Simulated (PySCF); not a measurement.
Zr(OEt)(H)3 (C2H8OZr), SMILES [O](CC)[ZrH3], multiplicity 1. Atoms are numbered in the order given.

```xyz
12

Zr     0.0615     1.1144     0.0000
O     -0.3865    -0.7071     0.0000
C     -0.6566    -2.0800     0.0000
C      0.6181    -2.8947     0.0000
H     -1.2684    -2.3156    -0.8881
H     -1.2684    -2.3156     0.8881
H      1.2227    -2.6730    -0.8923
H      0.3842    -3.9700     0.0000
H      1.2227    -2.6730     0.8923
H      1.0578     1.4095     1.5463
H     -1.5440     2.0588     0.0000
H      1.0578     1.4095    -1.5463
```

Coordinates come from a PBE0-D3(BJ)/def2-SVP optimisation. The multiplicity is an assumed one; no other spin state was optimised. The structure was generated by enumeration; whether it is a known compound was not checked. The def2 effective core potentials stand for the cores of Zr; spin–orbit coupling is left out. One conformer was computed; it need not be the lowest.

Method: PySCF 2.14.0 with PBE0-D3(BJ)/def2-SVP.

Frequencies are harmonic and unscaled.

Computed harmonic wavenumbers and intensities:
```csv
mode,ν (cm⁻¹),IR (km/mol),Raman (Å⁴/amu),depolarisation,moving atoms (share of kinetic energy)
1,33,0.0,0.0,–,"H 83 %, C 13 %"
2,81,0.6,0.5,0.58,"O 42 %, C 28 %, H 22 %"
3,116,2.3,1.7,0.75,"O 51 %, H 42 %"
4,279,0.2,0.4,0.75,H 86 %
5,360,2.9,8.6,0.63,"H 54 %, C 28 %, O 10 %, Zr 8 %"
6,408,35.6,6.9,0.75,"H 85 %, O 11 %"
7,428,35.8,5.6,0.52,"H 61 %, O 23 %, C 9 %"
8,509,78.0,9.8,0.66,"H 64 %, C 18 %, O 18 %"
9,619,254.8,2.7,0.39,"H 53 %, C 24 %, Zr 17 %"
10,624,104.8,59.4,0.75,H 99 %
11,624,98.6,57.9,0.75,H 99 %
12,806,1.1,0.4,0.75,H 92 %
13,961,35.2,4.5,0.74,"H 50 %, C 36 %, O 12 %"
14,1113,5.6,5.9,0.12,"C 56 %, H 42 %"
15,1165,3.6,0.8,0.75,"H 60 %, C 37 %"
16,1228,616.4,5.1,0.20,"O 54 %, C 39 %"
17,1300,0.3,11.0,0.75,H 92 %
18,1372,5.8,1.2,0.65,"H 81 %, C 17 %"
19,1410,34.5,4.9,0.62,"H 71 %, C 28 %"
20,1454,10.0,18.1,0.75,H 97 %
21,1471,0.1,23.9,0.73,H 95 %
22,1490,2.5,8.0,0.72,H 92 %
23,1659,608.8,64.5,0.75,H 98 %
24,1660,616.5,71.8,0.75,H 98 %
25,1706,174.4,298.4,0.00,H 99 %
26,3050,47.6,153.9,0.08,H 95 %
27,3062,9.1,144.8,0.02,H 97 %
28,3102,15.0,118.6,0.75,"H 90 %, C 10 %"
29,3165,14.5,108.0,0.64,"H 91 %, C 9 %"
30,3166,14.0,29.6,0.75,"H 90 %, C 10 %"
```
